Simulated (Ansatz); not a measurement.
Reaction (ligand exchange at the Sb–S bond): `Cl[SiH2][S][SbH2]` + NH₃ → `[NH2][SbH2]` + `S[SiH2]Cl`

Gas-phase electronic energies from Ansatz, PBE0-D4/def2-TZVP geometries. CBS: MP2 limit from def2 TZ/QZ plus the TZ coupled-cluster correction, frozen cores. This one scheme is used for every species. Functionals use def2-TZVPP. B3LYP here is the variant with VWN-RPA as its local correlation; programs differ in this. HSE06 is defined as in plane-wave codes. def2 core potentials past Kr. For Sb outer-core shells are correlated without core-valence functions, which leaves a few kJ/mol of doubt a bond. One conformer a species, not always the lowest.

```
             level  ΔE (kJ/mol)  difference from CCSD(T)/CBS
       LDA (SPW92)         78.4                         -4.5
         revPBE-D4         83.2                          0.3
           BLYP-D4         80.8                         -2.1
         r2SCAN-D4         80.1                         -2.8
            B97M-V         77.4                         -5.5
           PBE0-D4         84.8                          1.9
          B3LYP-D4         81.9                         -1.0
        r2SCANh-D4         81.2                         -1.7
        r2SCAN0-D4         82.5                         -0.4
          BHLYP-D4         84.8                          1.9
      CAM-B3LYP-D4         73.8                         -9.1
           ωB97X-V         73.6                         -9.3
           ωB97M-V         77.2                         -5.7
          PBE-QIDH         81.1                         -1.8
               PBE         76.9                         -6.0
            revPBE         75.0                         -7.9
              BLYP         68.5                        -14.4
            r2SCAN         78.6                         -4.3
              PBE0         78.8                         -4.1
             B3LYP         71.0                        -11.9
           r2SCANh         79.4                         -3.5
           r2SCAN0         80.5                         -2.4
             HSE06         79.2                         -3.7
             BHLYP         71.8                        -11.1
         CAM-B3LYP         67.0                        -15.9
           LC-ωPBE         70.9                        -12.0
RPA@PBE/def2-TZVPP         69.5                        -13.4
       HF/def2-SVP         76.9                         -6.0
      MP2/def2-SVP         79.4                         -3.5
     CCSD/def2-SVP         75.7                         -7.2
  CCSD(T)/def2-SVP         76.6                         -6.3
     HF/def2-TZVPP         68.2                        -14.7
    MP2/def2-TZVPP         82.5                         -0.4
SCS-MP2/def2-TZVPP         76.0                         -6.9
     HF/def2-QZVPP         68.1                        -14.8
    MP2/def2-QZVPP         87.1                          4.2
SCS-MP2/def2-QZVPP         80.2                         -2.7
      HF/CBS(def2)         68.1                        -14.8
     MP2/CBS(def2)         90.5                          7.6
    CCSD/CBS(def2)         80.5                         -2.4
       CCSD(T)/CBS         82.9                            0
```

(1) What do rigid-rotor, harmonic-oscillator terms from PBE0-D4/def2-TZVP frequencies (298.15 K, 1 bar) make of the CCSD(T)/CBS value? (Estimate.)

Largest T1 diagnostic among the species: 0.013.

Answers

(1) The calculation gave: ΔZPE = -5.3 kJ/mol, ΔH = +74.3 kJ/mol, ΔS = 9 J/(mol·K), ΔG = +71.6 kJ/mol. Modes under 50 cm⁻¹ make the entropy rough.

In def2-TZVPP, CCSD(T) changes the Hartree–Fock value by +6.7 kJ/mol (the triples alone add +2.4 kJ/mol) and MP2 by +14.3 kJ/mol. The D4 term adds +10.9 kJ/mol with B3LYP and +6.0 kJ/mol with PBE0; it sums over pairs of atoms, weighted by their polarisabilities, and B3LYP, whose exchange is more repulsive, gets the larger term.

CCSD(T)/CBS has its own doubt, a few kJ/mol and more with outer-core shells, so smaller differences from it don't rank the levels.
